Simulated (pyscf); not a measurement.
PySCF, gas phase, ωB97X-D3(BJ)/def2-SVP geometries.

Q: What is the homolytic dissociation enthalpy (298 K, ωB97M-D3(BJ)/def2-TZVP) of the B–O bond of H₂B–O–Al(OH)–O–Al(CH₃)–OH, to BH₂• + H₃C–Al(OH)–O–Al(O•)–OH?

A: B–O to BH₂• + H₃C–Al(OH)–O–Al(O•)–OH: 652.4 kJ/mol. The 7 functionals that were run give +628.8 (r²SCAN) to +654.3 kJ/mol (M06-2X). The radicals are drawn with the spin at the cut bond; how far it spreads was not checked. Other isomers of H₃C–Al(OH)–O–Al(O•)–OH were not searched in full and may lie lower.
